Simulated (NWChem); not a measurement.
System: C₃H₃F₃; SMILES F/C=C\C(F)F

Here is an NWChem input.

```
start job
memory heap 200 mb stack 900 mb global 1100 mb
geometry units angstroms noautoz
  F      0.691076    -2.105371     0.000000
  C     -0.557773    -1.603963     0.000000
  C     -0.801563    -0.298687     0.000000
  C      0.265695     0.742752     0.000000
  F      0.126368     1.548366     1.100790
  F      0.126368     1.548366    -1.100790
  H     -1.312789    -2.383839     0.000000
  H     -1.829594     0.048527     0.000000
  H      1.277784     0.330406     0.000000
end
basis spherical
  * library 6-31g*
end
dft
  xc r2scan
  iterations 150
  vectors input atomic output neutral.movecs
end
task dft energy
charge 1
dft
  odft
  mult 2
  vectors input atomic output cation.movecs
end
task dft energy
```

Excerpt of the output:

```
             Northwest Computational Chemistry Package (NWChem) 7.3.0
             --------------------------------------------------------

 CS  symmetry detected

                             Geometry "geometry" -> ""
                             -------------------------

 Output coordinates in angstroms (scale by  1.889725989 to convert to a.u.)

  No.       Tag          Charge          X              Y              Z
 ---- ---------------- ---------- -------------- -------------- --------------
    1 F                    9.0000     0.68052199     2.10746844     0.00000000
    2 C                    6.0000    -0.56613909     1.60064504     0.00000000
    3 C                    6.0000    -0.80426178     0.29432326     0.00000000
    4 C                    6.0000     0.26750611    -0.74247393     0.00000000
    5 F                    9.0000     0.13167686    -1.54868503     1.10079000
    6 F                    9.0000     0.13167686    -1.54868503    -1.10079000
    7 H                    1.0000    -1.32453272     2.37723686     0.00000000
    8 H                    1.0000    -1.83077615    -0.05734922     0.00000000
    9 H                    1.0000     1.27779596    -0.32573925     0.00000000

 Effective nuclear repulsion energy (a.u.)     236.1257999734

      Symmetry information
      --------------------

 Group name             Cs
 Group number              2
 Group order               2
 No. of unique centers     8

                                 NWChem DFT Module
                                 -----------------

 Summary of "ao basis" -> "ao basis" (spherical)
 ------------------------------------------------------------------------------
       Tag                 Description            Shells   Functions and Types
 ---------------- ------------------------------  ------  ---------------------
 F                           6-31g*                  6       14   3s2p1d
 C                           6-31g*                  6       14   3s2p1d
 H                           6-31g*                  2        2   2s

      Symmetry analysis of basis
      --------------------------

        a'         60
        a"         30

            General Information
            -------------------
          SCF calculation type: DFT
          Wavefunction type:  closed shell.
          No. of atoms     :     9
          No. of electrons :    48
           Alpha electrons :    24
            Beta electrons :    24
          Charge           :     0
          Spin multiplicity:     1
          Use of symmetry is: on ; symmetry adaption is: on
          Maximum number of iterations: 150
          AO basis - number of functions:    90
                     number of shells:    42
          Convergence on energy requested:  1.00D-06
          Convergence on density requested:  1.00D-05
          Convergence on gradient requested:  5.00D-04

              XC Information
              --------------
                      r^2SCAN Method XC Functional
               r^2SCAN metaGGA Exchange Functional  1.000
                     r^2SCAN Correlation Potential  1.000

             Grid Information
             ----------------
          Grid used for XC integration:  medium
          Radial quadrature: Mura-Knowles
          Angular quadrature: Lebedev.
          Tag              B.-S. Rad. Rad. Pts. Rad. Cut. Ang. Pts.
          ---              ---------- --------- --------- ---------
          F                   0.50       49          11.0       434
          C                   0.70       49          10.0       434
          H                   0.35       45          10.0       434
          Grid pruning is: on
          Number of quadrature shells:   380
          Spatial weights used:  Erf1

      Superposition of Atomic Density Guess
      -------------------------------------

 Sum of atomic energies:        -412.59245613

      Non-variational initial energy
      ------------------------------

 Total energy =    -414.827313
 1-e energy   =   -1040.735516
 2-e energy   =     389.782403
 HOMO         =      -0.288719
 LUMO         =       0.049779

      Symmetry analysis of molecular orbitals - initial
      -------------------------------------------------

  Numbering of irreducible representations:

     1 a'          2 a"

  Orbital symmetries:

     1 a'          2 a'          3 a"          4 a'          5 a'
     6 a'          7 a'          8 a'          9 a"         10 a'
    11 a'         12 a'         13 a'         14 a"         15 a'
    16 a'         17 a"         18 a"         19 a'         20 a"
    21 a'         22 a'         23 a'         24 a"         25 a"
    26 a'         27 a'         28 a'         29 a'         30 a"
    31 a'         32 a'         33 a'         34 a'

   convergence    iter        energy       DeltaE   RMS-Dens  Diis-err
 ---------------- ----- ----------------- --------- --------- ---------
 d= 0,ls=0.0,diis     1   -415.2616637089 -6.51D+02  1.79D-02  1.31D+00
 d= 0,ls=0.0,diis     2   -415.0917739001  1.70D-01  1.06D-02  3.41D+00
 d= 0,ls=0.0,diis     3   -415.4041774843 -3.12D-01  1.68D-03  3.93D-02
 d= 0,ls=0.0,diis     4   -415.4065375693 -2.36D-03  7.26D-04  7.62D-03
 d= 0,ls=0.0,diis     5   -415.4072634231 -7.26D-04  1.76D-04  4.42D-04
  Resetting Diis
 d= 0,ls=0.0,diis     6   -415.4073097283 -4.63D-05  6.05D-05  7.06D-05
 d= 0,ls=0.0,diis     7   -415.4073172428 -7.51D-06  5.27D-05  4.89D-06
 d= 0,ls=0.0,diis     8   -415.4073148799  2.36D-06  3.69D-05  2.30D-05
 d= 0,ls=0.0,diis     9   -415.4073178682 -2.99D-06  3.73D-06  1.95D-07
 d= 0,ls=0.0,diis    10   -415.4073178934 -2.52D-08  5.79D-07  6.10D-09

         Total DFT energy =     -415.407317893429
      One electron energy =    -1042.996462117985
           Coulomb energy =      440.085823739960
    Exchange-Corr. energy =      -48.622479488827
 Nuclear repulsion energy =      236.125799973423

 Numeric. integr. density =       47.999998866751

[...]
```

Level: r2SCAN/6-31G* (spherical d), vertical spin-unrestricted ions. The geometry was optimised at B3LYP/6-31G* (spherical d).
